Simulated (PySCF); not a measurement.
Vertical excitations of a molecule FH7N2Si2 from TDA-B3LYP/def2-SVPD run with PySCF, as energy in eV (oscillator strength): 6.25 (0.062), 6.79 (0.046), 7.03 (0.033), 7.24 (0.022), 7.53 (0.012), 7.58 (0.016), 7.74 (0.077), 7.88 (0.003), 7.94 (0.013), 8.04 (0.008). Lowest triplet (TDA): 5.87 eV. Geometry: PBE-D3(BJ)/def2-SVP. The values are those of a single conformer.

Which molecule gave these data?
A. N[SiH2]N[SiH2]F
B. N[Si](N)(F)[SiH3]
C. N[SiH2][Si@H](N)F
D. N[Si@@H](F)N[SiH3]

A, N[SiH2]N[SiH2]F
